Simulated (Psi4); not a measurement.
C5H10N, doublet, geometry from GFN2-xTB. Base run: MP2/def2-SV(P) run with Psi4.

Here is a job for Psi4.
```
memory 2 GB

molecule mol {
0 2
  C     2.670899    0.279075    0.543485
  C     1.200114    0.307576    0.508086
  N     0.460203    0.115121   -0.464430
  C    -0.971874    0.126020   -0.518744
  C    -1.630740    0.609295    0.776100
  C    -1.448310   -1.280574   -0.888600
  H     3.033960    1.251467    0.874806
  H     3.116674    0.042139   -0.427941
  H     2.992035   -0.462417    1.274317
  H    -1.235074    0.811400   -1.336724
  H    -1.371270   -0.060744    1.592464
  H    -1.279177    1.607894    1.024165
  H    -2.711302    0.631085    0.661402
  H    -2.524092   -1.283783   -1.043262
  H    -0.959692   -1.614109   -1.800607
  H    -1.204019   -1.977136   -0.089578
}

set basis def2-sv(p)
set reference uhf

energy('mp2')
print_variables()
```

The base run was repeated with changes; each row names its change, and settings that it needs were set with it.

| change | ΔE vs base (mEh) | MP2 correlation (Eh) | basis functions | core-seconds (rough) | outcome |
|---|---|---|---|---|---|
| base | 0.000 | -0.78582 | 104 | 3 | converged |
| puream = off | -52.149 | -0.81286 | 110 | 3 | converged |
| method = scs-mp2 | 12.334 | -0.78625 | 104 | 9 | converged |
| method = cisd | - | - | - | - | input refused |
| method = ccsd(t) | - | - | 104 | - | cut at the time limit |
| method = mp3 | -48.904 | -0.78582 | 104 | 10 | converged |
| cc_type = df | 0.000 | -0.78582 | 104 | 3 | converged |
| method = ccsd | -70.006 | -0.78625 | 104 | 200 | converged |
| freeze_core = on | 15.314 | -0.77050 | 104 | 3 | converged |
| method = mp2.5 | -24.452 | -0.78582 | 104 | 10 | converged |

Open shells are given as the SCF converged; they aren't shown to be the lowest states, and a large step between rows can be another state.

- method = cisd: ended with `psi4.driver.p4util.exceptions.MissingMethodError: Method=cisd is not available for any derivative level under conditions CI_TYPE=CONV, REFERENCE=UHF, FREEZE_CORE=FALSE, QC_MODULE=(auto). See https://psicode.org/psi4manual/master/introduction.html#ss-cisd. Or d`
